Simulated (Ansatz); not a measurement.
System: sum formula FeOFH, charge 0, multiplicity 5. The spin state was set by rule; other spins were not relaxed. 
Structure (B3LYP-D3(BJ)/def2-TZVP (Ansatz, an electronic-structure program) minimum search):
SMILES: [OH][Fe][F]
```xyz
4

Fe     0.0098     0.0069    -0.0118
F      1.1358     0.9823    -0.9668
O     -1.1322    -1.0074     0.8995
H     -1.4195    -0.9617     1.8124
```
Charge 0, spin multiplicity 5.

Wanted: atomisation energy (electronic, to ground-state atoms), in kJ/mol. Cores are frozen in the correlated levels unless marked. Open shells are spin-unrestricted. No spin-orbit coupling. Frozen are the shells of the preceding noble gas and the d and f shells that filled before the atom's block. Non-relativistic. The coupled-cluster limit lacks core correlation, which all-electron functionals hold. CBS marks a two-point X^-3 extrapolation of the correlation energy; Hartree-Fock from the larger set. [CCSD(T)-MP2]/basis is that difference in the basis named.

```
level                            program  atomisation energy (kJ/mol)
------------------------  --------------  ---------------------------
HF/def2-QZVPP                     Ansatz                        891.6
revPBE-D3(BJ)/def2-TZVPD  Ansatz + dftd3                       1354.5
```

Estimate the value at RI-MP2/CBS(def2-TZVPPD,def2-QZVPPD)+[CCSD(T)-MP2]/def2-TZVPPD as computed with Ansatz.

1359.7 kJ/mol, so revPBE-D3(BJ)/def2-TZVPD differs from it by -5.2 kJ/mol.
